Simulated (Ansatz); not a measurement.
Correlation energies of CH5BO2Si (`B[SiH](O)C=O`) by basis set

```xyz
10

B     1.5247    1.0241   -0.3756
Si   -0.2894    0.4368    0.2227
O    -0.4591    0.1320    1.8274
C    -0.8080   -1.2250   -0.6148
O    -1.1450   -2.1380    0.1010
H     2.4165    1.2702    0.3787
H     1.7313    1.1416   -1.5488
H    -1.2808    1.4427   -0.2720
H    -0.8662   -0.7243    2.0016
H    -0.8240   -1.3600   -1.7202
```

Total charge 0; spin multiplicity 1. Geometry: relaxed with PBE0-D4/def2-TZVP. It is one conformer, not always the lowest. Frozen core, restricted reference, Ansatz 0.2.0. CBS rows extrapolate triple and quadruple zeta; past MP2 they add the triple-zeta difference.

```
     basis     HF (Eh)  MP2 corr.
def2-TZVPP  -504.21671   -0.83824
def2-QZVPP  -504.23595   -0.90243
```

**Question.** Estimate the CCSD correlation energy and the (T) correction in each basis where they were run (hartree).

**Answer.** 
| basis | CCSD corr. | (T) |
| --- | --- | --- |
| def2-TZVPP | -0.87628 | -0.03469 |
| CBS(def2) | -0.98801 | as TZ |
